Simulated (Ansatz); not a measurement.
The cluster Si₃O₄⁻. Charge -1, multiplicity 2. Geometry r2SCAN-D4/def2-SVPD.

Cartesian coordinates in Å:
```
Si 1.864 -0.054 1.052
Si 0.983 -0.417 -1.122
Si -1.143 0.345 0.699
O 0.200 0.344 1.622
O -0.702 -0.079 -0.826
O 1.375 -0.817 -2.578
O -2.578 0.679 1.153
```

The structure comes from a short search, and lower isomers may exist.

Task: Estimate the α-spin orbital energies around the gap (eV) in Ansatz with PBE-D4/def2-SVPD, r2SCAN-D4/def2-TZVPD, PBE0-D4/def2-SVPD, PBE0-D4/def2-TZVPD, r2SCAN0-D4/def2-TZVPD.

Result: 
```tsv
orbital	PBE-D4/def2-SVPD	r2SCAN-D4/def2-TZVPD	PBE0-D4/def2-SVPD	PBE0-D4/def2-TZVPD	r2SCAN0-D4/def2-TZVPD
HOMO−9	-5.08	-5.47	-6.81	-6.75	-7.07
HOMO−8	-4.90	-5.22	-6.57	-6.51	-6.82
HOMO−7	-4.78	-5.15	-6.51	-6.44	-6.71
HOMO−6	-4.39	-4.69	-5.97	-5.91	-6.15
HOMO−5	-3.69	-3.94	-5.18	-5.10	-5.33
HOMO−4	-3.21	-3.48	-4.80	-4.73	-4.98
HOMO−3	-3.20	-3.48	-4.71	-4.63	-4.88
HOMO−2	-2.82	-3.07	-4.34	-4.27	-4.51
HOMO−1	-1.75	-1.94	-2.85	-2.82	-2.95
HOMO	-0.49	-0.82	-1.47	-1.48	-1.70
LUMO	1.28	1.47	2.04	1.93	2.11
LUMO+1	2.46	2.52	3.14	3.03	3.14
LUMO+2	2.59	2.77	3.27	3.08	3.27
LUMO+3	2.85	3.12	3.78	3.61	3.87
LUMO+4	3.12	3.31	3.89	3.65	3.88
LUMO+5	4.14	4.17	4.67	3.94	4.35
β HOMO	-1.55	-1.72	-2.62	-2.60	-2.71
β LUMO	0.51	0.75	1.29	1.28	1.46
```
